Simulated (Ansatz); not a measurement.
`[F][GeH]([AlH2])[SiH3]`. Charge 0, multiplicity 1. Geometry: relaxed with PBE0-D4/def2-TZVP.

```xyz
10

F    -0.691    0.832    2.059
Ge    0.114    0.712    0.492
Al    2.096   -0.772    0.760
Si   -1.596    0.003   -1.027
H     0.485    2.177    0.148
H     3.042   -0.987   -0.497
H     2.376   -1.505    2.135
H    -2.758    0.927   -0.988
H    -1.024   -0.016   -2.401
H    -2.044   -1.371   -0.679
```

(1) What is the dipole moment at B3LYP/def2-TZVPP? (Best estimate.)

(2) And with PBE, r2SCAN, ωB97M-V? (Estimate.)

(3) Give the Mulliken charges with B3LYP, PBE, ωB97M-V in def2-TZVPP. (Estimate.)

Results:

(1) Computed: 2.18 D, with components (1.26, -0.58, -1.68) D in this frame, pointing from negative to positive charge.

(2) The calculation gave: PBE 2.00 D, r2SCAN 2.10 D, ωB97M-V 2.21 D.

(3) Ansatz gave: 
```tsv
atom	B3LYP	PBE	ωB97M-V
F1	-0.41	-0.37	-0.41
Ge2	0.34	0.33	0.21
Al3	0.40	0.34	0.39
Si4	0.10	0.03	0.03
H5	-0.03	-0.03	0.00
H6	-0.13	-0.11	-0.10
H7	-0.12	-0.10	-0.09
H8	-0.04	-0.03	0.00
H9	-0.05	-0.03	-0.01
H10	-0.05	-0.03	-0.01
```

B3LYP here is the variant with VWN-RPA as its local correlation; programs differ in this.
